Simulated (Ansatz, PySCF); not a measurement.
Gas-phase reaction (SMILES): N[Si](N)(N)O → [NH2] (NH2) + N[Si](N)O; the N-Si bond at the site shown breaks (other sites are not compared here).

Each molecule is optimised on its own at B3LYP-D3(BJ)/def2-TZVP (Ansatz, an electronic-structure program), one conformer each, not searched for the lowest. Valence correlation only, unless marked. Open shells are spin-unrestricted. Spin-orbit coupling is left out. No relativistic terms. CBS(X,Y): correlation extrapolated as X^-3; Hartree-Fock from the larger set. Thermal terms are rigid-rotor harmonic-oscillator values from B3LYP-D3(BJ) frequencies (PySCF) at 298.15 K and 1 atm. 1 Eh = 627.5095 kcal/mol. Electronic entropy comes from spin alone.

```tsv
species	E, CCSD(T)/CBS(cc-pV(T+d)Z,cc-pV(Q+d)Z) (Ansatz) (Eh)	E, B3LYP-D3(BJ)/def2-TZVPD (Ansatz + dftd3) (Eh)	H - E (Eh)	G - E (Eh)
N[Si](N)(N)O	-532.73113	-533.51272	0.10285	0.06339
[NH2] (NH2)	-55.81993	-55.90706	0.02268	0.00058
N[Si](N)O	-476.72012	-477.42740	0.07343	0.03625
```

Task: Work out ΔE and ΔH, ΔG, ΔS and the equilibrium constant at 298.15 K at the first level, then ΔH at the second.

Result: 
1. ΔE = [(-55.81993) + (-476.72012)] - [(-532.73113)] = 0.19108 Eh = 119.9 kcal/mol at CCSD(T)/CBS(cc-pV(T+d)Z,cc-pV(Q+d)Z).
2. The terms H - E add up to -0.00674 Eh, so ΔH = (0.19108 + (-0.00674))×627.5095 = 115.7 kcal/mol.
3. The terms G - E add up to -0.02656 Eh, so ΔG = 103.2 kcal/mol, and ΔS = (-0.00674 - (-0.02656))×627509.5/298.15 = 41.7 cal/(mol K).
4. log10 K = -ΔG/(RT ln 10) = -75.6, with RT ln 10 = 1.3642 kcal/mol.
5. With ΔH and ΔS taken as constant, ΔG changes sign near ΔH/ΔS = 2770 K, a rough figure that leaves out heat capacities.
6. At B3LYP-D3(BJ)/def2-TZVPD the same steps give ΔE = 111.9 and ΔH = 107.6 kcal/mol, a shift of -8.1 from the first level.
7. These values are not checked against measurement here, since the tables used lack a sound gas-phase enthalpy of formation for at least one species.
